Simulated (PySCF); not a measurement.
A geometry optimisation, step by step.

Compound: 2-phenylthiophene, C₁₀H₈S.
SMILES with atom numbers: `[cH:1]1[cH:2][cH:3][c:4](-[c:5]2[cH:6][cH:7][cH:8][s:9]2)[cH:10][cH:11]1` (hydrogens: H12 on C1; H13 on C2; H14 on C3; H15 on C6; H16 on C7; H17 on C8; H18 on C10; H19 on C11)

Method: PySCF 2.14.0, PBE0-D3(BJ)/def2-SVP geometry optimisation, gas phase; density fitting, grid level 2; the optimiser is geomeTRIC in internal coordinates, started from a GFN2-xTB structure. The frame can shift and turn from step to step; on so coarse a grid that alone can change the energy by a few meV, and forces under 0.02 eV/Å are noise.

Step 0: E = -21309.0045 eV, largest atomic force 0.667 eV/Å
```
atom  x, y, z in Å  |  force x, y, z in eV/Å
C1     -3.152    0.249    0.038   -0.066   0.017   0.018
C2     -2.421    0.926    1.001   -0.068   0.021   0.021
C3     -1.044    0.841    1.016    0.007  -0.076  -0.097
C4     -0.362    0.077    0.067   -0.051   0.024   0.025
C5      1.085   -0.008    0.089    0.196   0.228   0.320
C6      1.924   -0.696   -0.746    0.039   0.034   0.048
C7      3.287   -0.548   -0.424   -0.027  -0.061  -0.084
C8      3.485    0.251    0.656   -0.330   0.267   0.324
S9      2.008    0.840    1.300   -0.003  -0.155  -0.205
C10    -1.111   -0.601   -0.899    0.061   0.064   0.092
C11    -2.489   -0.513   -0.910   -0.037  -0.018  -0.029
H12    -4.229    0.315    0.026   -0.464   0.030  -0.003
H13    -2.929    1.524    1.745   -0.207   0.254   0.318
H14    -0.479    1.371    1.770    0.178   0.244   0.338
H15     1.586   -1.296   -1.572   -0.257  -0.305  -0.431
H16     4.085   -1.017   -0.973    0.437  -0.234  -0.266
H17     4.409    0.535    1.118    0.597   0.153   0.256
H18    -0.612   -1.199   -1.646    0.220  -0.259  -0.322
H19    -3.052   -1.044   -1.663   -0.227  -0.227  -0.323
```

Step 1: E = -21309.0644 eV, largest atomic force 0.097 eV/Å
```
atom  x, y, z in Å  |  force x, y, z in eV/Å
C1     -3.112    0.255   -0.058   -0.065   0.003  -0.003
C2     -2.382    0.937    0.912   -0.031   0.038   0.048
C3     -0.994    0.855    0.932    0.045   0.049   0.069
C4     -0.297    0.090   -0.017    0.017   0.000   0.002
C5      1.165    0.001    0.001    0.012   0.002   0.004
C6      2.001   -0.696   -0.845   -0.045  -0.050  -0.071
C7      3.376   -0.552   -0.527    0.063  -0.033  -0.038
C8      3.581    0.254    0.561    0.052   0.017   0.028
S9      2.102    0.838    1.198   -0.017   0.023   0.028
C10    -1.049   -0.591   -0.989    0.041  -0.047  -0.059
C11    -2.436   -0.508   -1.008   -0.036  -0.034  -0.047
H12    -4.204    0.319   -0.075    0.030  -0.003  -0.001
H13    -2.896    1.541    1.665    0.015  -0.017  -0.021
H14    -0.438    1.398    1.702   -0.020  -0.017  -0.025
H15     1.639   -1.299   -1.680    0.009   0.026   0.035
H16     4.185   -1.029   -1.084   -0.029   0.015   0.018
H17     4.527    0.536    1.024   -0.049  -0.007  -0.014
H18    -0.541   -1.196   -1.743   -0.013   0.021   0.027
H19    -2.997   -1.049   -1.776    0.021   0.014   0.020
```

Step 2: E = -21309.0646 eV, largest atomic force 0.038 eV/Å
```
atom  x, y, z in Å  |  force x, y, z in eV/Å
C1     -3.111    0.253   -0.061   -0.005   0.001   0.001
C2     -2.384    0.937    0.912   -0.001   0.002   0.003
C3     -0.996    0.858    0.936    0.004  -0.011  -0.014
C4     -0.296    0.094   -0.012   -0.013   0.007   0.009
C5      1.166    0.004    0.005   -0.022  -0.011  -0.017
C6      1.997   -0.695   -0.845    0.012   0.010   0.015
C7      3.373   -0.555   -0.531   -0.009   0.012   0.014
C8      3.581    0.251    0.558    0.037  -0.005  -0.003
S9      2.105    0.840    1.201   -0.010  -0.018  -0.025
C10    -1.044   -0.589   -0.986   -0.001  -0.007  -0.010
C11    -2.432   -0.510   -1.010    0.009   0.010   0.014
H12    -4.202    0.315   -0.080   -0.001   0.001   0.001
H13    -2.902    1.539    1.662   -0.002   0.000   0.000
H14    -0.443    1.402    1.708    0.001  -0.002  -0.002
H15     1.630   -1.297   -1.677    0.001   0.004   0.005
H16     4.180   -1.032   -1.088    0.001   0.002   0.003
H17     4.527    0.532    1.018    0.002   0.002   0.003
H18    -0.532   -1.192   -1.738   -0.002   0.002   0.003
H19    -2.988   -1.051   -1.779    0.001   0.001   0.001
```

Step 3: E = -21309.0647 eV, largest atomic force 0.049 eV/Å
```
atom  x, y, z in Å  |  force x, y, z in eV/Å
C1     -3.113    0.255   -0.059    0.029  -0.001   0.001
C2     -2.383    0.938    0.913    0.015  -0.016  -0.020
C3     -0.994    0.856    0.933   -0.016  -0.014  -0.020
C4     -0.298    0.091   -0.017    0.002   0.000   0.000
C5      1.164    0.001    0.000    0.016   0.004   0.006
C6      2.001   -0.697   -0.847    0.005   0.012   0.017
C7      3.376   -0.553   -0.527   -0.011   0.007   0.008
C8      3.581    0.254    0.562   -0.030  -0.013  -0.019
S9      2.100    0.838    1.198    0.004   0.005   0.007
C10    -1.047   -0.591   -0.990   -0.019   0.028   0.035
C11    -2.435   -0.509   -1.009   -0.001   0.001   0.000
H12    -4.203    0.318   -0.076   -0.008  -0.001  -0.001
H13    -2.897    1.540    1.665   -0.004   0.005   0.006
H14    -0.439    1.398    1.703    0.005   0.004   0.006
H15     1.639   -1.299   -1.679   -0.004  -0.009  -0.012
H16     4.185   -1.029   -1.083    0.009  -0.006  -0.007
H17     4.524    0.537    1.025    0.012   0.004   0.006
H18    -0.539   -1.195   -1.743    0.005  -0.005  -0.007
H19    -2.994   -1.049   -1.776   -0.008  -0.005  -0.008
```

Step 4: E = -21309.0648 eV, largest atomic force under 0.02 eV/Å
```
atom  x, y, z in Å  |  force x, y, z in eV/Å
C1     -3.113    0.254   -0.060   -0.005   0.000  -0.001
C2     -2.383    0.937    0.912   -0.003   0.003   0.004
C3     -0.995    0.856    0.934    0.002   0.001   0.002
C4     -0.297    0.092   -0.015   -0.005  -0.003  -0.004
C5      1.165    0.002    0.002    0.007   0.004   0.006
C6      2.000   -0.696   -0.845   -0.005  -0.006  -0.009
C7      3.376   -0.553   -0.528    0.000   0.000   0.000
C8      3.582    0.253    0.560   -0.003   0.000  -0.001
S9      2.102    0.839    1.199    0.000   0.006   0.008
C10    -1.047   -0.590   -0.988    0.007  -0.011  -0.014
C11    -2.435   -0.509   -1.010    0.006   0.006   0.009
H12    -4.203    0.317   -0.078    0.000   0.001   0.001
H13    -2.899    1.539    1.663    0.000   0.000   0.000
H14    -0.441    1.399    1.705   -0.001   0.000   0.000
H15     1.637   -1.298   -1.678    0.000   0.000   0.000
H16     4.184   -1.030   -1.084   -0.001   0.000   0.000
H17     4.526    0.536    1.023   -0.002   0.001   0.001
H18    -0.537   -1.193   -1.741    0.002  -0.001  -0.001
H19    -2.993   -1.050   -1.778    0.002   0.001   0.001
```

Q: Summarise the path.

A: The energy falls by 1.39 kcal/mol from step 0 to step 4; nine tenths of that is first reached at step 1. It falls at every step. The largest force goes from 0.667 to under 0.02 eV/Å. Among the bonds C8–H17 changes most, from 1.072 to 1.089 Å; the atoms move by 0.029 Å rms after alignment.

Q: Follow the three bonds and two angles with the largest change from start to end.

A: 
| step | E above end (kcal/mol) | largest force (eV/Å) | C8–H17 (Å) | C4–C5 (Å) | C6–H15 (Å) | C5–S9–C8 (°) | C3–C4–C5 (°) |
| --- | --- | --- | --- | --- | --- | --- | --- |
| 0 | 1.39 | 0.667 | 1.072 | 1.449 | 1.075 | 91.6 | 120.6 |
| 1 | 0.01 | 0.097 | 1.090 | 1.465 | 1.091 | 92.6 | 121.4 |
| 2 | 0.00 | 0.038 | 1.089 | 1.465 | 1.090 | 92.4 | 121.5 |
| 3 | 0.00 | 0.049 | 1.089 | 1.465 | 1.090 | 92.6 | 121.4 |
| 4 | 0.00 | under 0.02 | 1.089 | 1.465 | 1.090 | 92.5 | 121.4 |

What follows is the cost of the whole optimisation. On one thread, Arm Neoverse V1 (aarch64), shared host with 32 logical CPUs at a one-minute load of 11, this took 1.7 min and 0.92 GiB of memory at its peak.
